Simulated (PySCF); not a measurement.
Which functional comes closest?

Molecule: F3Si(SH), F3HSSi.

Atom-mapped SMILES (the numbers label the heavy atoms): `[F:1][Si:2]([F:3])([F:4])[SH:5]`. Each H is labelled by its parent atom.

Geometry PBE0-D3(BJ)/def2-SVP throughout; GIAO in PySCF 2.14.0 with density-fitted response routines, gas phase, one conformer, non-relativistic; equivalent atoms averaged; basis pcSseg-2.

Reference values (measured; solution; U. Herzog, Habilitationsschrift, TU Bergakademie Freiberg, 2002/2003): δ(Si2) = -64.8 ppm vs TMS. Computed shifts are taken against TMS, calculated as an isolated molecule at each level.

Q: How do the functionals HF, LDA, PBE, BLYP, BP86, OPBE, KT2, KT3, B97-D, B3LYP, PBE0, mPW1PW91, WP04, B97-2, BHandHLYP, CAM-B3LYP, wB97X-D, LC-wPBE perform against the reference? Times are CPU seconds on shared hosts with different chips, so compare them loosely.

A: 
```tsv
functional	kind	Si2	abs. error Si	core-s
HF	Hartree–Fock	-67.1	2.3	8.1
LDA	LDA	-52.2	12.6	15
PBE	GGA	-54.8	10.0	18
BLYP	GGA	-62.8	2.0	17
BP86	GGA	-55.9	8.9	18
OPBE	GGA	-50.8	14.0	18
KT2	GGA	-49.8	15.0	19
KT3	GGA	-54.8	10.0	19
B97-D	GGA	-61.3	3.5	18
B3LYP	global hybrid	-62.3	2.5	13
PBE0	global hybrid	-55.3	9.5	13
mPW1PW91	global hybrid	-56.3	8.5	13
WP04	global hybrid	-73.3	8.5	14
B97-2	global hybrid	-58.5	6.3	21
BHandHLYP	global hybrid	-63.5	1.3	13
CAM-B3LYP	range-separated hybrid	-58.0	6.8	19
wB97X-D	range-separated hybrid	-56.0	8.8	19
LC-wPBE	range-separated hybrid	-46.1	18.7	23
```

For 29Si the closest is BHandHLYP (1.3 ppm) and the furthest LC-wPBE (18.7 ppm). One molecule is a small sample, and vibrational and solvent effects are absent from the calculation.
